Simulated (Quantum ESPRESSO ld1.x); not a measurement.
The numbers below are computed, except where a source is named.
Task: Radial electron density D(r) = 4 pi r^2 rho(r) of an atom or ion with 17 electrons. Code: ld1.x of Quantum ESPRESSO 7.5. Model: Dirac Kohn-Sham, relativistic LDA (MacDonald-Vosko exchange, VWN5 correlation), spin-unpolarised, spherical densities, point nucleus.

| r (bohr) | D(r) (e/bohr) |
|---|---|
| 0.002525 | 13.23 |
| 0.002824 | 15.63 |
| 0.003134 | 18.18 |
| 0.003505 | 21.30 |
| 0.003889 | 24.56 |
| 0.00435 | 28.48 |
| 0.004866 | 32.81 |
| 0.005399 | 37.19 |
| 0.006039 | 42.23 |
| 0.006701 | 47.15 |
| 0.007495 | 52.60 |
| 0.008383 | 58.07 |
| 0.009302 | 62.98 |
| 0.0104 | 67.89 |
| 0.01154 | 71.89 |
| 0.01291 | 75.36 |
| 0.01444 | 77.75 |
| 0.01603 | 78.87 |
| 0.01793 | 78.84 |
| 0.01989 | 77.74 |
| 0.02225 | 75.65 |
| 0.02488 | 73.07 |
| 0.02761 | 70.78 |
| 0.03088 | 69.08 |
| 0.03454 | 68.86 |
| 0.03833 | 70.41 |
| 0.04287 | 74.09 |
| 0.04757 | 79.08 |
| 0.05321 | 85.25 |
| 0.05951 | 90.85 |
| 0.06604 | 94.05 |
| 0.07386 | 93.87 |
| 0.08196 | 89.54 |
| 0.09167 | 80.46 |
| 0.1025 | 68.11 |
| 0.1138 | 55.77 |
| 0.1273 | 44.17 |
| 0.1412 | 36.91 |
| 0.1579 | 33.76 |
| 0.1767 | 34.58 |
| 0.196 | 36.83 |
| 0.2193 | 38.16 |
| 0.2433 | 36.57 |
| 0.2721 | 31.35 |
| 0.3044 | 23.64 |
| 0.3377 | 16.05 |
| 0.3777 | 9.140 |
| 0.4191 | 4.679 |
| 0.4688 | 1.915 |
| 0.5244 | 0.6447 |
| 0.5819 | 0.1936 |
| 0.6508 | 0.04218 |
| 0.7221 | 0.008115 |
| 0.8077 | 0.001041 |

What is the nuclear charge?

Result: Z = 59. The innermost maximum, from 1s, lies near gamma/Z bohr with gamma = sqrt(1 - (Z/c)^2) = 0.903, here 0.0153 bohr (found: 0.0169), and its height grows with Z. The density is that of the praseodymium ion Pr42+ in [Ne] 3s2 3p5; the configuration itself is not fixed sharply by these data, and Z only to a few units. D(r) has 3 maxima, at r = 0.0169, 0.0698, 0.219 bohr, and minima at 0.0332, 0.162 bohr, inside which lie 2.04, 10.47 electrons.
